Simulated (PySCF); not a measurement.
# Electron correlation in Ge⁺ (germanium, charge +1)

[Ar] 3d10 4s1 4p2, high-spin 4P determinant (an excited configuration). All numbers are calculated (PySCF 2.14, the non-relativistic Hamiltonian (point nucleus), in def2-TZVPPD (7s5p5d1f, 54 functions)). Frozen: [Ar] 3d10; 3 electrons correlated.

```
  level  correlation energy (mhartree)
   CCSD                         -12.19
    (T)                          -0.07
CCSD(T)                         -12.26
  CCSDT                         -12.29
```

Diagnostics: T1 = 0.0023, D1 = 0.0050, largest double amplitude 0.029.

Is a single reference adequate?

Yes, within this model without spin-orbit coupling: T1 lies below 0.03 and no double amplitude reaches 0.07.
